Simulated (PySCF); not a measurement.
Species: C5H4O2.
SMILES with atom numbers: `[CH:1]#[C:2]/[CH:3]=[CH:4]/[C:5](=[O:6])[OH:7]` (hydrogens: H8 on C1; H9 on C3; H10 on C4; H11 on O7)

Geometry (PBE0-D3(BJ)/def2-SVP, Å), atoms numbered from 1 in this order:
```
atom  x, y, z in Å
C1     3.1547   -0.2243   -0.4278
C2     1.9941   -0.3260   -0.0858
C3     0.6505   -0.4776    0.3351
C4    -0.3568    0.3519    0.0079
C5    -1.7155    0.0702    0.5148
O6    -2.0182   -0.8639    1.2151
O7    -2.5994    0.9878    0.1018
H8     4.1802   -0.1303   -0.7351
H9     0.4084   -1.3364    0.9742
H10   -0.2096    1.2304   -0.6232
H11   -3.4572    0.7307    0.4732
```

Computed with PySCF at PBE0/def2-SVPD, non-relativistic, on one gas-phase PBE0-D3(BJ)/def2-SVP geometry that isn't relaxed in the solvent. The solvent is an IEF-PCM continuum (Bondi radii, 1.10 Å for H, scaled by 1.2). Only the electrostatic response of the medium enters.

Gas phase at PBE0/def2-SVPD: HOMO -7.69 eV, LUMO -2.32 eV, dipole 1.68 D.

Q: What does the continuum do to the energy, the frontier levels and the dipole at PBE0/def2-SVPD in methanol and acetonitrile?

A: 
```
     solvent      ε  E(solvent) − E(gas) (kJ/mol)  polarisation term (kJ/mol)  distortion of the solute (kJ/mol)  HOMO (eV)  LUMO (eV)  dipole (D)
    methanol  32.61                        -31.62                      -35.22                               3.60      -7.66      -2.28        2.15
acetonitrile  35.69                        -31.75                      -35.39                               3.64      -7.66      -2.28        2.15
```

The polarisation term is half the interaction of the solute with the surface charges that it induces; the rest is the cost of distorting the solute's density. The sum is the electrostatic part of solvation alone. From methanol to acetonitrile the lowering changes by a factor 1.00, Onsager's factor (ε − 1)/(2ε + 1) by 1.00 and ε itself by 1.1.

Q: Which radius a makes the point-dipole formula ΔE = −[(ε − 1)/(2ε + 1)]·μ²/a³ give the value in acetonitrile, with the gas-phase dipole?

A: μ = 0.659 au and |ΔE| = 0.01209 Eh give a = 1.37 Å; the farthest nucleus lies 4.27 Å from the centroid of the nuclei, so such a sphere wouldn't even hold the nuclei. The formula assumes a rigid point dipole at the centre of a sphere.

Q: Give the dipole vector in the frame of the coordinates (D, pointing from negative to positive charge), gas and acetonitrile.

A: Gas (0.84, 1.10, -0.94), solvent (0.99, 1.46, -1.22). Its length changes by +28 % and its direction by 3°.

Q: How does the static polarisability (PBE0/def2-SVPD, frozen core, with the continuum's full static response) change?

A: 
```tsv
medium	isotropic (au)	principal values (au)	⟨r²⟩ of the electrons (bohr²)
gas	73.4	40.5, 57.4, 122.1	983.6
methanol	97.9	53.5, 78.2, 162.1	982.1
acetonitrile	98.1	53.6, 78.3, 162.3	982.1
```

The isotropic value in acetonitrile is 1.34 times the gas-phase one; no cavity-field correction is applied. ⟨r²⟩ is taken about the centre of nuclear charge.
